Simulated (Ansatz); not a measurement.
GeBrMe3 (C₃H₉BrGe). Total charge 0; singlet. Geometry r2SCAN-D4/def2-SVP; atoms count from 1.

```xyz
14

Ge    0.051    0.200   -0.315
Br    0.366    1.449   -2.275
C    -0.479    1.466    1.067
H     0.298    2.232    1.202
H    -0.625    0.936    2.023
H    -1.420    1.964    0.791
C     1.757   -0.651    0.078
H     2.056   -1.310   -0.750
H     1.672   -1.252    0.998
H     2.540    0.109    0.223
C    -1.349   -1.096   -0.705
H    -1.039   -1.760   -1.525
H    -2.275   -0.581   -1.000
H    -1.552   -1.707    0.189
```

(1) Estimate the Mulliken populations from the PBE0/def2-TZVP orbitals of Ansatz.

(2) And the Mayer bond orders between heavy atoms (over 0.3)?

## Answers

(1) 
| atom | charge (e) |
| --- | --- |
| Ge1 | 0.44 |
| Br2 | -0.38 |
| C3 | -0.46 |
| H4 | 0.15 |
| H5 | 0.14 |
| H6 | 0.15 |
| C7 | -0.46 |
| H8 | 0.15 |
| H9 | 0.14 |
| H10 | 0.15 |
| C11 | -0.46 |
| H12 | 0.15 |
| H13 | 0.15 |
| H14 | 0.14 |
Mulliken values depend strongly on the basis.

(2) Ge1–Br2 0.93 (2.35 Å); Ge1–C3 0.96 (1.95 Å); Ge1–C7 0.96 (1.95 Å); Ge1–C11 0.96 (1.95 Å).
